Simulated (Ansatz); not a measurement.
Reaction (substitution at a C–Si bond): `[CH3][AlH][SiH](C)S` + `C=N` → `C=NC` + `[CH3][AlH][SiH2]S`

Isolated molecules relaxed with PBE0-D4/def2-TZVP in Ansatz; ΔE leaves out vibrations. CCSD(T)/CBS is the MP2 limit (def2-TZVPP, def2-QZVPP) plus CCSD(T) − MP2 in def2-TZVPP, frozen cores. This one scheme is used for every species. One conformer a species, not always the lowest.

| species | CCSD/def2-TZVPP energy (Eh) |
| --- | --- |
| `[CH3][AlH][SiH](C)S` | -1010.26692 |
| `C=N` | -94.45887 |
| `C=NC` | -133.68570 |
| `[CH3][AlH][SiH2]S` | -971.01995 |

(1) Work out ΔE.

Largest T1 diagnostic among the species: 0.012.

## Answers

(1) ΔE = (-133.68570) + (-971.01995) − (-1010.26692) − (-94.45887) = 0.02014 Eh = +52.9 kJ/mol. CCSD(T)/CBS gives +55.5 kJ/mol.

The D4 term adds +4.8 kJ/mol with B3LYP and +3.0 kJ/mol with PBE0; it sums over pairs of atoms, weighted by their polarisabilities, and B3LYP, whose exchange is more repulsive, gets the larger term. In def2-TZVPP, CCSD(T) changes the Hartree–Fock value by +8.7 kJ/mol (the triples alone add +0.8 kJ/mol) and MP2 by +11.9 kJ/mol.

B3LYP here is the variant with VWN-RPA as its local correlation; programs differ in this.
